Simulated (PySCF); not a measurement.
## How methods differ on the ionisation energy of As(23+)

As(23+) [Ne] → As(24+) [He] 2s2 2p5 [2p1/2^2 2p3/2^3, M_J = 3/2], as a difference of total energies. Calculation: PySCF 2.14, in an uncontracted even-tempered set (18 s from 6.6 bohr⁻², ratio 2.4; 12 p from 8.6 bohr⁻², ratio 2.4; 5 d from 37 bohr⁻², ratio 2.6; 5 f from 56 bohr⁻², ratio 2.6); the two-component X2C-1e Hamiltonian. Correlated levels: nothing frozen; the 34 highest virtual spinors dropped. "Screened" scales the spin-orbit matrix elements by Boettger's factors to mimic the two-electron term; Breit and QED terms are absent.

| method | ionisation energy (eV) |
| --- | --- |
| GHF (spin-free) | 2367.0 |
| GMP2 (spin-free) | 2368.5 |
| GHF (screened spin-orbit) | 2354.6 |
| GMP2 (screened spin-orbit) | 2356.0 |

For this ion Breit and QED terms and the two-electron picture change, all absent here, outweigh the correlation shift from GHF to GMP2.

The spin-free rows lack the spin-orbit shift.

For comparison: 2356.9 ± 1.4 eV (semi-empirical (NIST evaluation); NIST Atomic Spectra Database, ionization energies).
